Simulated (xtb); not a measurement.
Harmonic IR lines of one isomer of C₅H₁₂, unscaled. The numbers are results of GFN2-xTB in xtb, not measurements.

```json
[
 {"wavenumber (cm⁻¹)": "771", "relative intensity": "4.7"},
 {"wavenumber (cm⁻¹)": "2974", "relative intensity": "56"},
 {"wavenumber (cm⁻¹)": "2985", "relative intensity": "42"},
 {"wavenumber (cm⁻¹)": "3029", "relative intensity": "100"},
 {"wavenumber (cm⁻¹)": "3037", "relative intensity": "27"}
]
```

Which structure gives these lines?
A) `CC(C)(C)C`
B) `CCCCC`
C) `CCC(C)C`

B, `CCCCC`
